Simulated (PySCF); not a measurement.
# Radial density of P²⁺ (phosphorus, charge +2)

UHF, [Ne] 3s2 3p1, 2P determinant. Computed with PySCF 2.14 in aug-cc-pCVTZ-DK, with the spin-free X2C one-electron Hamiltonian (Gaussian nucleus).

```csv
r (bohr),4πr²ρ (e/bohr),4πr²(ρα − ρβ)
0.00136,0.06003,0.0000
0.00229,0.1572,0.0000
0.00386,0.4079,0.0000
0.00649,1.032,0.0000
0.0109,2.492,0.0000
0.0184,5.531,0.0000
0.0309,10.62,0.0005
0.0519,15.99,0.0036
0.0873,16.37,0.0177
0.147,11.46,0.0619
0.247,12.80,0.1262
0.416,15.69,0.0813
0.699,6.736,-0.0023
1.18,2.026,0.3762
1.98,1.591,0.5402
3.33,0.1991,0.0962
5.60,0.002021,0.0015
```

Densities and radii are taken from the X2C orbitals without a picture-change correction, which distorts them close to the nucleus.

Q: Where is the radial spin density 4πr²(ρα − ρβ) most negative, and why is it negative at all?

A: Around r = 0.699 bohr, down to -0.0023 e/bohr: exchange with the open shell polarises the paired shells in an unrestricted calculation.
